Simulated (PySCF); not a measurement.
Species: C11H11N.
SMILES with atom numbers: `[CH2:1]=[CH:2][C@@H:3]1[C@H:4]([C:5]#[N:6])[C@@:7]12[CH:8]=[CH:9][CH:10]=[C:11]2[CH3:12]` (hydrogens: H13, H14 on C1; H15 on C2; H16 on C3; H17 on C4; H18 on C8; H19 on C9; H20 on C10; H21, H22, H23 on C12)

Method: PBE0-D3(BJ)/def2-SVP geometry optimisation, gas phase (PySCF); density fitting, grid level 1; the optimiser is geomeTRIC in internal coordinates, started from a GFN2-xTB structure with every atom displaced at random (about 0.01 Å).

Step 0: E = -13048.9854 eV
```
atom  x, y, z in Å  |  force x, y, z in eV/Å
C1      2.6941   -0.8779    0.6789   -1.630   2.092  -1.315
C2      1.7982   -0.9902   -0.3136    0.437   0.060   0.229
C3      1.0547    0.1123   -0.9840    0.896  -0.345   0.954
C4      0.7577    1.4213   -0.3274   -0.820  -0.435  -1.137
C5      1.0040    1.7143    1.0193    0.384   0.381   1.009
N6      1.2200    2.0455    2.1064    0.029   0.035   0.351
C7     -0.3766    0.4168   -0.6765   -0.751   0.117  -0.246
C8     -1.2919    0.7462   -1.7890   -1.116  -0.645   1.131
C9     -2.5249    0.2625   -1.4651    0.754   0.411  -0.806
C10    -2.4713   -0.3853   -0.1808   -0.497   0.006  -0.020
C11    -1.2305   -0.3044    0.3255    1.018   0.001   0.508
C12    -0.7452   -0.8401    1.6247   -0.660  -0.363  -0.907
H13     2.8758    0.1121    1.1037    0.233  -0.098   0.141
H14     3.1693   -1.7023    1.0947    1.062  -1.771   0.812
H15     1.6009   -1.9716   -0.7419   -0.097  -0.287  -0.093
H16     1.3156    0.1988   -2.0256    0.022   0.083  -0.685
H17     0.7632    2.3183   -0.9493    0.055   0.012  -0.146
H18    -1.0130    1.2776   -2.6615    0.354   0.579  -1.032
H19    -3.4103    0.3118   -2.0882   -0.216   0.097  -0.166
H20    -3.3367   -0.8446    0.2890   -0.018  -0.142   0.202
H21    -0.3709   -0.0478    2.2412    0.441   0.620   0.746
H22    -1.5706   -1.3405    2.1258   -0.226  -0.166   0.309
H23     0.0511   -1.5604    1.4497    0.343  -0.241   0.162
```

Step 1: E = -13049.2048 eV
```
atom  x, y, z in Å  |  force x, y, z in eV/Å
C1      2.7917   -0.8388    0.5960    0.144  -0.724   0.299
C2      1.8051   -0.9855   -0.2871   -0.060   0.073  -0.079
C3      1.0686    0.1195   -0.9467    0.024  -0.018  -0.304
C4      0.7069    1.4197   -0.3096   -0.012   0.056   0.162
C5      0.9974    1.7262    1.0660   -0.066  -0.056  -0.261
N6      1.2395    2.0150    2.1600    0.043   0.045   0.183
C7     -0.4028    0.4183   -0.6791    0.084  -0.046   0.135
C8     -1.3073    0.7521   -1.8007    0.133   0.077  -0.296
C9     -2.5277    0.2528   -1.5209   -0.123   0.026   0.114
C10    -2.4877   -0.3909   -0.2124    0.038  -0.046   0.008
C11    -1.2421   -0.3120    0.3234   -0.146   0.097  -0.141
C12    -0.8151   -0.8422    1.6433    0.135   0.141   0.125
H13     3.1162    0.1300    0.9653    0.048   0.232   0.036
H14     3.2870   -1.7289    1.0318   -0.160   0.410  -0.249
H15     1.5162   -1.9889   -0.6253    0.013   0.024   0.044
H16     1.3159    0.2193   -2.0142   -0.026  -0.014   0.116
H17     0.7437    2.3091   -0.9446    0.016   0.006  -0.019
H18    -0.9949    1.2927   -2.7016   -0.034  -0.091   0.170
H19    -3.4160    0.3234   -2.1507    0.030  -0.003  -0.014
H20    -3.3387   -0.8721    0.2711   -0.025  -0.013   0.006
H21    -0.4209   -0.0437    2.3002   -0.075  -0.144  -0.075
H22    -1.6641   -1.3199    2.1511   -0.002  -0.002  -0.001
H23    -0.0079   -1.5826    1.5404    0.021  -0.034   0.041
```

Step 2: E = -13049.2133 eV
```
atom  x, y, z in Å  |  force x, y, z in eV/Å
C1      2.7908   -0.8556    0.6028    0.000   0.052   0.015
C2      1.8065   -0.9834   -0.2876   -0.001  -0.090  -0.035
C3      1.0701    0.1206   -0.9492    0.015  -0.009   0.012
C4      0.7074    1.4209   -0.3084   -0.030   0.049   0.039
C5      0.9915    1.7312    1.0657    0.010  -0.023  -0.028
N6      1.2296    2.0231    2.1615    0.000  -0.001   0.002
C7     -0.4005    0.4179   -0.6789    0.009  -0.051   0.039
C8     -1.3024    0.7465   -1.8052   -0.032  -0.005   0.011
C9     -2.5270    0.2582   -1.5145   -0.071  -0.014  -0.056
C10    -2.4911   -0.3949   -0.2107    0.102   0.092  -0.038
C11    -1.2451   -0.3089    0.3216    0.006  -0.029   0.064
C12    -0.8158   -0.8374    1.6453    0.037   0.011   0.005
H13     3.1025    0.1254    0.9715    0.044  -0.024   0.021
H14     3.3101   -1.7332    1.0033   -0.070   0.079  -0.032
H15     1.5186   -1.9840   -0.6312    0.004  -0.019  -0.018
H16     1.3173    0.2211   -2.0131    0.001  -0.011   0.015
H17     0.7470    2.3095   -0.9453   -0.001  -0.001  -0.008
H18    -0.9881    1.2803   -2.7033   -0.007  -0.001   0.020
H19    -3.4128    0.3309   -2.1468    0.001  -0.002  -0.020
H20    -3.3428   -0.8778    0.2717    0.009   0.011  -0.007
H21    -0.4309   -0.0430    2.3046   -0.017  -0.007  -0.006
H22    -1.6660   -1.3172    2.1491   -0.005  -0.007   0.003
H23    -0.0060   -1.5779    1.5527   -0.003  -0.001   0.001
```

**Question.** Estimate the geometry and energy of step 3. (The exact step hangs on the optimiser's Hessian estimate; all steps are aligned on step 2, rigid shifts and turns removed.)

**Answer.** E = -13049.2111 eV, largest force 0.239 eV/Å
```
atom  x, y, z in Å  |  force x, y, z in eV/Å
C1      2.7845   -0.8329    0.5999    0.004   0.091  -0.049
C2      1.8052   -0.9912   -0.2917    0.050   0.111   0.053
C3      1.0686    0.1126   -0.9518   -0.074  -0.027  -0.009
C4      0.7096    1.4135   -0.3076   -0.003   0.009  -0.027
C5      1.0024    1.7170    1.0651    0.004   0.023   0.074
N6      1.2478    2.0033    2.1612   -0.018  -0.012  -0.059
C7     -0.4002    0.4124   -0.6760    0.005  -0.026  -0.001
C8     -1.3031    0.7437   -1.8026   -0.016   0.043  -0.039
C9     -2.5340    0.2651   -1.5215    0.211  -0.021   0.110
C10    -2.4867   -0.3823   -0.2152   -0.185  -0.085   0.119
C11    -1.2442   -0.3103    0.3265    0.001   0.037  -0.086
C12    -0.8198   -0.8443    1.6511   -0.032  -0.033  -0.056
H13     3.0942    0.1541    0.9612   -0.039  -0.087  -0.042
H14     3.3135   -1.6954    1.0031    0.049  -0.107   0.080
H15     1.5277   -1.9972   -0.6284    0.012   0.005  -0.003
H16     1.3134    0.2128   -2.0147    0.004   0.006  -0.038
H17     0.7501    2.3028   -0.9438    0.002  -0.007   0.002
H18    -0.9827    1.2764   -2.6965    0.029   0.039  -0.057
H19    -3.4179    0.3389   -2.1565    0.011  -0.006   0.014
H20    -3.3408   -0.8604    0.2676   -0.012  -0.006   0.013
H21    -0.4371   -0.0551    2.3145    0.011   0.048   0.021
H22    -1.6745   -1.3222    2.1497   -0.004  -0.007   0.000
H23    -0.0130   -1.5889    1.5621   -0.010   0.012  -0.019
```

The energy changes by +0.0022 eV. The first-order estimate −F·Δx gives -0.0078 eV and the mean of the old and new forces, exact on a quadratic surface, +0.0018 eV. The step makes an angle of 70° with the force vector and moves no atom by more than 0.038 Å. The energy falls at the start of this step and ends higher, so the step passed the lowest point of its straight line.

What follows is the cost of the whole optimisation. Hardware: an AMD EPYC 7B13 with one thread, on a shared host. Cost: 3.5 min, 1.0 GiB resident at most.
